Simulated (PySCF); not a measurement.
CrOF3, SMILES [O]=[Cr]([F])([F])[F] (connectivity only; charge and spin as stated), neutral, multiplicity 2. Atoms are numbered in the order given.

```xyz
5

Cr    -0.0314    -0.0965     0.0000
O      0.4858    -1.5184     0.0000
F     -1.6944     0.1834     0.0000
F      0.6732     0.7118    -1.3093
F      0.6732     0.7118     1.3093
```
Charge 0, spin multiplicity 2.

Geometry optimised at PBE0-D3(BJ)/def2-SVP. The geometry has at least one imaginary mode, so it is a saddle point at that level. The multiplicity is an assumed one; other spin states were not compared.

Calculation: PySCF with TDA-CAM-B3LYP/def2-SVPD.

Vertical excitations. 

```csv
state,energy (eV),λ (nm),f,main pairs
root 1,0.54,2281,0.000,α HOMO→LUMO 92 %
root 2,2.08,596,0.000,α HOMO→LUMO+2 91 %
root 3,2.19,566,0.001,α HOMO→LUMO+1 92 %
root 4,3.18,389,0.000,α HOMO→LUMO+3 93 %
root 5,3.59,346,0.002,"α HOMO−1→LUMO 62 %, β HOMO→LUMO 15 %"
root 6,3.96,313,0.000,"α HOMO−2→LUMO 80 %, β HOMO−1→LUMO 6 %"
root 7,4.46,278,0.000,"α HOMO−4→LUMO 75 %, β HOMO−3→LUMO 7 %"
root 8,4.71,263,0.001,"α HOMO−2→LUMO 9 %, α HOMO−1→LUMO+1 6 %, β HOMO−1→LUMO 77 %"
root 9,4.85,256,0.002,"α HOMO−1→LUMO 22 %, α HOMO−2→LUMO+1 20 %, α HOMO−1→LUMO+2 13 %, β HOMO→LUMO 32 %"
root 10,5.06,245,0.001,"α HOMO−2→LUMO+1 18 %, α HOMO−3→LUMO 9 %, β HOMO→LUMO 24 %, β HOMO−1→LUMO+1 20 %, β HOMO−1→LUMO+2 15 %"
```
Unrestricted roots are not spin-pure.
